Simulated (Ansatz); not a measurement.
Wavefunction ladder for `FBr`

```xyz
2

F    -0.2971   -0.1602    0.8092
Br    0.2971    0.1602   -0.8092
```

The species carries charge 0 and has multiplicity 1. Correlated methods include outer-core shells of Br, which these sets cover unevenly. Scalar relativity is left out up to krypton. The geometry is a stationary point of PBE0-D4/def2-TZVP. Frozen core, restricted reference, Ansatz.

```
     basis      HF (Eh)  MP2 corr.
  def2-SVP  -2671.37504   -0.41933
def2-TZVPP  -2671.82563   -0.52882
def2-QZVPP  -2671.88137   -0.87072
```

Q: Estimate the CCSD correlation energy and the (T) correction in each basis where they were run (hartree).

A: 
```csv
basis,CCSD corr.,(T)
def2-SVP,-0.42564,-0.00841
def2-TZVPP,-0.53567,-0.01733
def2-QZVPP,-0.85293,-0.02331
```
